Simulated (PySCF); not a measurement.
B(H)2(OEt) (C2H7BO), SMILES BOCC.

Geometry: TPSSh-D3(BJ)/def2-SVP. The structure was generated by enumeration, and PubChem lists no compound with its InChIKey, so it may never have been made. One conformer was computed; it need not be the lowest.

Two levels are set side by side: TDA-PBE/def2-SVPD (PySCF) and TDA-PBE0/def2-SVPD (PySCF). Vertical, same geometry. The lowest singlet is HOMO→LUMO 100 % with PBE and HOMO→LUMO 99 % with the other functional; states are paired by order. Differences are taken from unrounded values.

```csv
quantity,TDA-PBE0,TDA-PBE,TDA-PBE minus TDA-PBE0
lowest singlet excitation (eV),6.29,5.88,-0.41
lowest triplet excitation (TDA) (eV),5.64,5.31,-0.32
first bright state (f over 0.05) (eV),8.07,7.33,-0.74
its oscillator strength,0.20,0.15,-0.05
```

Functionals without exact exchange tend to place singlet excitations lower, as here. Differences between two approximate levels are no errors against the true value.

Rough cost on one machine, each run with all the roots and properties that it gave: TDA-PBE0 against TDA-PBE about 2 times.
